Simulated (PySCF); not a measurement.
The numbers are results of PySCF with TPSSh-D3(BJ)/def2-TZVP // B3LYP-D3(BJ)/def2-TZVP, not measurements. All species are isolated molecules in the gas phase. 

Reference species (SMILES): `[Cl][Sn]([Cl])([Cl])[Cl]` (neutral, multiplicity 1).

```json
{
  "dipole_moment": "0.00 D"
}
```

Changed species: `[Cl][SnH3]` (whole molecule; the reference has whole molecule).

### Question
Predict the effect on the dipole moment.

### Answer
the dipole moment rises by 2.53 D, to 2.53 D.
